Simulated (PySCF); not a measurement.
C$_{7}$H$_{7}$O, charge +2, doublet, at a GFN2-xTB geometry of the parent state (a state made from the parent by changing its charge; the spin is typed, not shown lowest); BLYP/6-31G (PySCF).

The PySCF input:
```python
from pyscf import gto, scf, dft

mol = gto.Mole()
mol.atom = '''
    C    -2.817685   -0.323967   -0.283078
    C    -1.338074   -0.154381   -0.115965
    C    -0.452404   -0.500559   -1.128259
    C     0.910877   -0.338040   -0.990529
    C     1.445387    0.188091    0.190179
    O     2.794706    0.334896    0.294889
    C     0.543070    0.519666    1.168180
    C    -0.803718    0.372181    1.064960
    H    -3.046782   -1.321602   -0.654552
    H    -3.200551    0.398726   -1.004144
    H    -3.337468   -0.175067    0.659952
    H    -0.841916   -0.909441   -2.049815
    H     1.597981   -0.608757   -1.777731
    H     3.007172    0.705653    1.159234
    H    -1.460804    0.653377    1.875014
'''
mol.basis = '6-31g'
mol.charge = 2
mol.spin = 1
mol.verbose = 5
mol.build()

mf = dft.ROKS(mol)
mf.xc = 'blyp'
mf.kernel()
```

**Question.** Predict the main parts of the log of this PySCF run.

**Answer.** 
```
PySCF version 2.14.0

[INPUT] verbose = 5
[INPUT] max_memory = 4000
[INPUT] num. atoms = 15
[INPUT] num. electrons = 55
[INPUT] charge = 2
[INPUT] spin (= nelec alpha-beta = 2S) = 1
[INPUT] symmetry False subgroup None
[INPUT] Mole.unit = angstrom
[INPUT] Symbol           X                Y                Z      unit          X                Y                Z       unit  Magmom
[...]
[INPUT] ---------------- BASIS SET ----------------
[INPUT] l, kappa, [nprim/nctr], expnt,             c_1 c_2 ...
[INPUT] C
[...]
                                457.36951         0.0140373
                                103.94869         0.0688426
                                29.210155         0.2321844
                                9.286663          0.4679413
                                3.163927          0.362312
[...]
                                1.8812885         -0.1608542
                                0.5442493         1.1434564
[...]
                                1.8812885         0.316424
                                0.5442493         0.7443083
[...]
[INPUT] O
[...]
                                825.23495         0.0139501
                                188.04696         0.0684451
                                52.9645           0.2327143
                                16.89757          0.470193
                                5.7996353         0.3585209
[...]
                                3.5999336         -0.1480263
                                1.0137618         1.130767
[...]
                                3.5999336         0.3397528
                                1.0137618         0.7271586
[...]
[INPUT] H
[...]
                                2.8253937         0.23472695
                                0.6401217         0.81375733
[...]
nuclear repulsion = 332.58704405321
number of shells = 54
number of NR pGTOs = 204
number of NR cGTOs = 86
basis = 6-31g
ecp = {}

******** <class 'pyscf.dft.roks.ROKS'> ********
method = ROKS
initial guess = minao
damping factor = 0
level_shift factor = 0
DIIS = <class 'pyscf.scf.diis.CDIIS'>
diis_start_cycle = 1
diis_space = 8
diis_damp = 0
SCF conv_tol = 1e-09
SCF conv_tol_grad = None
SCF max_cycles = 50
direct_scf = True
direct_scf_tol = 1e-13
num. doubly occ = 27  num. singly occ = 1
XC library pyscf.dft.libxc version 7.1.2
    S. Lehtola, C. Steigemann, M. J. T. Oliveira, and M. A. L. Marques,  SoftwareX 7, 1–5 (2018)
XC functionals = blyp
    A. D. Becke,  Phys. Rev. A 38, 3098 (1988)
    C. Lee, W. Yang, and R. G. Parr,  Phys. Rev. B 37, 785 (1988)
    B. Miehlich, A. Savin, H. Stoll, and H. Preuss,  Chem. Phys. Lett. 157, 200 (1989)
radial grids:
    Treutler-Ahlrichs [JCP 102, 346 (1995); DOI:10.1063/1.469408] (M4) radial grids

becke partition: Becke, JCP 88, 2547 (1988); DOI:10.1063/1.454033
pruning grids: <function nwchem_prune>
grids dens level: 3
symmetrized grids: False
atomic radii adjust function: <function treutler_atomic_radii_adjust>
small_rho_cutoff = 0
Set gradient conv threshold to 3.16228e-05
atom C rad-grids = 75, ang-grids = [ 50  50  50  50  50  50  50  50  50  50  50  50  50  50  50  50  50  50
  50  50  50  50  86  86  86  86  86  86  86  86  86  86 266 266 266 266
 266 266 302 302 302 302 302 302 302 302 302 302 302 302 302 302 302 302
 302 302 302 302 266 266 266 266 266 266 266 266 266 266 266 266 266 266
 266 266 266]
atom O rad-grids = 75, ang-grids = [ 50  50  50  50  50  50  50  50  50  50  50  50  50  50  50  50  50  50
  50  50  50  50  50  86  86  86  86  86  86  86  86  86 266 266 266 266
 266 266 266 302 302 302 302 302 302 302 302 302 302 302 302 302 302 302
 302 302 302 302 302 266 266 266 266 266 266 266 266 266 266 266 266 266
 266 266 266]
atom H rad-grids = 50, ang-grids = [ 50  50  50  50  50  50  50  50  50  50  50  50  50  50  50  86  86  86
  86 266 266 266 266 266 302 302 302 302 302 302 302 302 302 302 302 302
 302 266 266 266 266 266 266 266 266 266 266 266 266 266]
[...]
   0.54740335   0.57413556   0.58244208   0.5944775    0.60088572
   0.62539368   0.67017785   0.73744024   0.78627129   0.80542195
   0.86693436   0.93842746   0.99841216   1.07518589   1.33376634
   1.48739275]
nelec by numeric integration = [28.00000021 27.00000103]
E1 = -1101.3414944037681  E2 = 423.7660429553718  Ecoul = 472.1144663396391  Exc = -48.34842338426728
cycle= 48 E= -344.988407395186  delta_E= 0.0618  |g|= 0.437  |ddm|= 1.06

WARN: HOMO -0.615182969805183 >= LUMO -0.63711168364188

                  Roothaan           | alpha              | beta
  Highest 2-occ =  -0.65095579824957 | -0.633456882074987 | -0.630084544351623
  Lowest 0-occ =   -0.63711168364188 | -0.509972958289993 | -0.456170620088094
  1-occ =         -0.615182969805183 | -0.651523134638548 | -0.649247247819171
  Roothaan mo_energy =
[-19.27693003 -10.46173018 -10.46089389 -10.39069715 -10.38579529
 -10.36181815 -10.33953989 -10.27841653  -1.42059409  -1.239692
  -1.13317779  -1.1149913   -1.02144776  -0.99726008  -0.94837891
  -0.9188582   -0.8719178   -0.81885386  -0.80520907  -0.80165296
  -0.75853945  -0.74702667  -0.73305827  -0.71934429  -0.6964124
  -0.69526567  -0.6509558   -0.63711168  -0.61518297  -0.44778677
  -0.44001222  -0.3174871   -0.30070788  -0.27367034  -0.23670652
  -0.22519229  -0.2086109   -0.19292125  -0.17610951  -0.17096567
  -0.16221575  -0.11419488  -0.10265699  -0.07512815  -0.06477972
   0.0412255    0.05934094   0.07157247   0.10721823   0.12211169
   0.13470046   0.13822472   0.16083981   0.16188619   0.17463116
   0.19472091   0.2139324    0.22102315   0.23053883   0.29548113
   0.3008393    0.32734166   0.34586596   0.35667622   0.37679272
   0.43503022   0.44420813   0.4906124    0.5084939    0.51772466
   0.54740333   0.57413556   0.58244208   0.5944775    0.60088572
   0.6253937    0.67017786   0.73744027   0.78627131   0.80542196
   0.86693438   0.93842748   0.99841216   1.07518591   1.33376636
   1.48739275]
nelec by numeric integration = [28.0000013  27.00000103]
E1 = -1101.7441962719995  E2 = 424.10696840964573  Ecoul = 472.485472211063  Exc = -48.37850380141725
cycle= 49 E= -345.050183809143  delta_E= -0.0618  |g|= 3.98e-06  |ddm|= 1.06
[...]
                  Roothaan           | alpha              | beta
  Highest 2-occ = -0.650955851341153 | -0.654418275430734 | -0.647493468724597
  Lowest 0-occ =  -0.615182995795485 | -0.625473301377235 | -0.604892925047181
  1-occ =         -0.637111586246767 | -0.638323102654668 | -0.635897911199563
  Roothaan mo_energy =
[-19.27692992 -10.46173029 -10.46089366 -10.39069718 -10.3857954
 -10.36181842 -10.33953993 -10.2784164   -1.42059408  -1.23969203
  -1.13317782  -1.11499134  -1.02144775  -0.99726011  -0.94837892
  -0.9188582   -0.87191783  -0.81885389  -0.80520915  -0.80165299
  -0.75853944  -0.74702668  -0.73305825  -0.71934428  -0.69641237
  -0.69526562  -0.65095585  -0.63711159  -0.615183    -0.44778682
  -0.44001226  -0.31748708  -0.30070793  -0.27367034  -0.23670654
  -0.22519229  -0.20861089  -0.19292125  -0.17610952  -0.1709657
  -0.16221573  -0.11419491  -0.102657    -0.07512814  -0.06477975
   0.04122551   0.05934091   0.07157248   0.10721818   0.12211168
   0.13470045   0.13822477   0.16083979   0.16188614   0.17463117
   0.19472091   0.21393236   0.22102312   0.23053878   0.29548111
   0.3008393    0.32734166   0.34586593   0.35667623   0.37679273
   0.43503017   0.44420812   0.49061238   0.50849388   0.51772466
   0.54740335   0.57413557   0.58244208   0.5944775    0.60088571
   0.62539369   0.67017786   0.73744024   0.78627128   0.80542193
   0.86693436   0.93842746   0.99841216   1.0751859    1.33376634
   1.48739274]
nelec by numeric integration = [28.00000021 27.00000103]
E1 = -1101.341495163258  E2 = 423.7660437172059  Ecoul = 472.11446705105044  Exc = -48.34842333384452
cycle= 50 E= -344.988407392842  delta_E= 0.0618  |g|= 0.437  |ddm|= 1.06
SCF not converged.
SCF energy = -344.988407392842
```

The run did not converge; its last values are not results.
